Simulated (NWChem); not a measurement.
# C$_{2}$H$_{6}$Si, singlet; SMILES C[Si]C

Results from NWChem. Pople sets run with spherical d functions. Low-valent species are run as closed-shell singlets; no triplet was tried in these runs. The geometry was optimised at PBE0/def2-SVP. B3LYP is NWChem's, with the RPA form of VWN correlation. Static field.

For level B3LYP/6-31+G*:

isotropic polarisability (bohr³): 58.8
anisotropy (bohr³): 15.3

Problem. How do the values read with level LDA (Slater exchange, VWN5)/6-31+G* instead?

Solution. The isotropic polarisability (bohr³) is 61.6 and the anisotropy (bohr³) comes out as 17.4.
